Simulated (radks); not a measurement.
Values are calculated unless marked as measured or tabulated.
Ionisation of Sm, [Xe] 4f6 6s2, to Sm+, [Xe] 4f6 6s1, under several functionals. Scalar-relativistic Kohn-Sham, spin-polarised, spherical densities, finite nucleus; open shells are filled with parallel spins first (spin-orbit coupling, left out, can overturn this in heavy ions); a radial shooting solver on a logarithmic mesh with Libxc functionals.

functional	E(Sm) (hartree)	Exc (hartree)	IE (eV)	-e(HOMO) (eV)	<r> HOMO (bohr)	IE error (eV)
exchange-only r2SCAN	-10424.4338	-232.5389	4.441	2.855	4.768	-1.203
OLYP	-10430.6108	-239.5630	5.387	3.145	4.513	-0.256
PBE	-10426.7492	-235.5176	5.561	3.433	4.419	-0.083
PW91	-10427.9940	-236.7720	5.594	3.467	4.409	-0.050
RPBE	-10427.1516	-235.9252	5.520	3.384	4.467	-0.124
LDA (Slater exchange, Perdew-Zunger correlation)	-10419.5227	-228.2669	5.800	3.582	4.343	+0.156
exchange-only LDA	-10413.4396	-222.1037	4.707	2.692	0.9997	-0.936
PBEsol	-10423.0705	-231.8212	5.538	3.452	4.398	-0.105
MS2 meta-GGA	-10426.4590	-234.9305	5.321	3.459	4.557	-0.323
B86b exchange with PBE correlation	-10427.7008	-236.4744	5.565	3.451	4.408	-0.079

NIST Atomic Spectra Database: 5.644 eV (measured). Closest: PW91. The Delta-SCF values span 1.36 eV, the total energies 17.17 hartree. The highest occupied level is 6s. Open shells are spherical and high-spin; term and fine-structure splittings are not resolved. Spin-orbit splitting is averaged out at the scalar-relativistic level.
